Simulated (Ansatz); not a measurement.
C₄H₁₄N₂Sn⁻, that is SnH2(NHEt)2 with one electron more. Charge -1, multiplicity 2. Geometry PBE-D4/def2-SVP, that of the neutral singlet; atoms count from 1.

```xyz
21

Sn   -0.376   -0.107   -0.267
H    -0.755   -1.609   -1.061
H    -1.588    1.111   -0.553
N     1.573    0.231   -0.846
C     1.997    0.025   -2.224
C     1.557    1.093   -3.233
H     1.943    1.108   -0.460
H     3.110   -0.057   -2.247
H     1.626   -0.970   -2.558
H     0.449    1.147   -3.301
H     1.949    0.883   -4.251
H     1.920    2.098   -2.932
N    -0.163   -0.056    1.782
C    -1.319    0.094    2.656
C    -2.203   -1.148    2.827
H     0.484   -0.775    2.127
H    -0.967    0.429    3.661
H    -1.940    0.934    2.270
H    -2.642   -1.464    1.856
H    -3.040   -0.962    3.534
H    -1.615   -2.004    3.220
```

In the def2 sets Sn takes a core potential; there is no spin–orbit coupling. The highest occupied level of the charge -1 doublet lies above zero (up to 1.81 eV). By energy differences it is unbound by 0.90 eV (vertical, to the charge 0 singlet, at PBE0-D4/def2-TZVPD) and held by the finite basis.

Problem. Estimate the Mulliken populations from the PBE0/def2-TZVPD orbitals of Ansatz.

Solution. 
```json
{"atom": "Sn1", "charge (e)": "-1.87", "spin (α − β)": "2.26"}
{"atom": "H2", "charge (e)": "0.00", "spin (α − β)": "0.03"}
{"atom": "H3", "charge (e)": "0.00", "spin (α − β)": "0.03"}
{"atom": "N4", "charge (e)": "0.61", "spin (α − β)": "-1.11"}
{"atom": "C5", "charge (e)": "-0.29", "spin (α − β)": "0.11"}
{"atom": "C6", "charge (e)": "-0.86", "spin (α − β)": "0.19"}
{"atom": "H7", "charge (e)": "-0.06", "spin (α − β)": "0.26"}
{"atom": "H8", "charge (e)": "0.23", "spin (α − β)": "-0.10"}
{"atom": "H9", "charge (e)": "0.09", "spin (α − β)": "0.11"}
{"atom": "H10", "charge (e)": "0.18", "spin (α − β)": "0.04"}
{"atom": "H11", "charge (e)": "0.33", "spin (α − β)": "-0.13"}
{"atom": "H12", "charge (e)": "0.19", "spin (α − β)": "-0.02"}
{"atom": "N13", "charge (e)": "0.61", "spin (α − β)": "-1.11"}
{"atom": "C14", "charge (e)": "-0.27", "spin (α − β)": "0.11"}
{"atom": "C15", "charge (e)": "-0.86", "spin (α − β)": "0.19"}
{"atom": "H16", "charge (e)": "-0.06", "spin (α − β)": "0.26"}
{"atom": "H17", "charge (e)": "0.25", "spin (α − β)": "-0.12"}
{"atom": "H18", "charge (e)": "0.08", "spin (α − β)": "0.11"}
{"atom": "H19", "charge (e)": "0.17", "spin (α − β)": "0.05"}
{"atom": "H20", "charge (e)": "0.34", "spin (α − β)": "-0.13"}
{"atom": "H21", "charge (e)": "0.20", "spin (α − β)": "-0.03"}
```
Mulliken values and Mayer orders depend strongly on the basis. With diffuse functions, as here, like atoms can get unlike values, and bond orders can come out too low or too high.

Problem. Where does the spin sit?

Solution. Summed by element: Sn 2.26, H 0.36, N -2.21, C 0.59, of 1 unpaired in all. Largest on single atoms: Sn1 2.26, N13 -1.11, N4 -1.11.

Problem. And the Mayer bond orders between bonded heavy atoms (over 0.3)?

Solution. N4–C5 0.51 (1.46 Å); C5–C6 0.92 (1.53 Å); N13–C14 0.52 (1.46 Å); C14–C15 0.92 (1.53 Å). Values over 0.3 also appear between atoms too far apart for a bond (Sn1–C5 0.45 at 3.08 Å; Sn1–C6 0.78 at 3.74 Å; Sn1–C14 0.43 at 3.08 Å; Sn1–C15 0.77 at 3.74 Å; N4–N13 2.34 at 3.16 Å); they arise where an orbital or an unpaired electron spreads over both atoms.
